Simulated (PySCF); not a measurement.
H₇Si₃, SMILES [SiH3][SiH2][SiH2] (connectivity only; charge and spin as stated), charge +1, multiplicity 1.

Coordinates come from a B3LYP-D3(BJ)/def2-SVP optimisation. The spin state was assumed, not searched. The isomer is the one that the SMILES or the coordinates give; other isomers of the formula were not compared.

Computed with TDDFT-B3LYP/def2-SVPD in PySCF.

Vertical excitations. Gas-phase values at a fixed geometry. State labels are in the subgroup Cs.

**Question.** Give excitation energies, oscillator strengths and character. (The exact figures need the calculation; the answer reports its results.)

**Answer.** 
```json
[
 {"state": "S1", "symmetry": "A'", "energy (eV)": "3.38", "λ (nm)": "367", "f": "0.112", "main pairs": "HOMO→LUMO 92 %"},
 {"state": "S2", "symmetry": "A'", "energy (eV)": "3.92", "λ (nm)": "317", "f": "0.006", "main pairs": "HOMO−1→LUMO 90 %"},
 {"state": "S3", "symmetry": "A\"", "energy (eV)": "4.16", "λ (nm)": "298", "f": "0.000", "main pairs": "HOMO−2→LUMO 100 %"},
 {"state": "S4", "symmetry": "A'", "energy (eV)": "4.76", "λ (nm)": "260", "f": "0.059", "main pairs": "HOMO−3→LUMO 90 %"},
 {"state": "S5", "symmetry": "A\"", "energy (eV)": "4.78", "λ (nm)": "260", "f": "0.001", "main pairs": "HOMO−4→LUMO 96 %"},
 {"state": "S6", "symmetry": "A\"", "energy (eV)": "5.50", "λ (nm)": "225", "f": "0.000", "main pairs": "HOMO−5→LUMO 96 %"},
 {"state": "S7", "symmetry": "A\"", "energy (eV)": "6.63", "λ (nm)": "187", "f": "0.000", "main pairs": "HOMO→LUMO+2 99 %"},
 {"state": "S8", "symmetry": "A'", "energy (eV)": "6.68", "λ (nm)": "186", "f": "0.085", "main pairs": "HOMO→LUMO+1 96 %"},
 {"state": "S9", "symmetry": "A'", "energy (eV)": "7.51", "λ (nm)": "165", "f": "0.161", "main pairs": "HOMO→LUMO+3 78 %"},
 {"state": "S10", "symmetry": "A'", "energy (eV)": "7.68", "λ (nm)": "161", "f": "0.095", "main pairs": "HOMO→LUMO+4 71 %, HOMO−1→LUMO+1 15 %"},
 {"state": "T1", "symmetry": "A'", "energy (eV)": "2.34", "λ (nm)": "530", "f": "0", "main pairs": "HOMO→LUMO 96 %"},
 {"state": "T2", "symmetry": "A'", "energy (eV)": "3.44", "λ (nm)": "361", "f": "0", "main pairs": "HOMO−1→LUMO 80 %, HOMO−3→LUMO 16 %"},
 {"state": "T3", "symmetry": "A\"", "energy (eV)": "4.09", "λ (nm)": "303", "f": "0", "main pairs": "HOMO−2→LUMO 96 %"},
 {"state": "T4", "symmetry": "A'", "energy (eV)": "4.39", "λ (nm)": "282", "f": "0", "main pairs": "HOMO−3→LUMO 82 %, HOMO−1→LUMO 17 %"}
]
```
Triplets are in the Tamm–Dancoff approximation, which puts them higher than full response would, so one can lie above its singlet here.
